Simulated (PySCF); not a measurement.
Computed shifts of a molecule C3H4F2Si, HF/pcSseg-1 in PySCF, GIAO, gas phase, atoms alike by connectivity averaged where their shifts nearly agree, in ppm (number of nuclei): ¹³C: 103.7 (1), 93.8 (1), 75.6 (1). ¹⁹F: -105.2 (2). ²⁹Si: -50.1 (1). ¹H: 4.24 (3), 3.89 (1). References: ¹³C against TMS (σ = 192.6 ppm); ¹⁹F against CFCl3 (σ = 238.5 ppm); ²⁹Si against TMS (σ = 393.8 ppm); ¹H against TMS (σ = 31.99 ppm), references at their B3LYP-D3(BJ)/def2-TZVP geometries, non-relativistic. Geometry optimised at PBE0-D3(BJ)/def2-SVP. The values are those of a single conformer.

Which molecule gave these data?
A. C#CC(F)(F)[SiH3]
B. F[Si]1(F)C=CC1
C. C#C[Si@@H](F)CF
D. C#C[Si](C)(F)F

A, C#CC(F)(F)[SiH3]
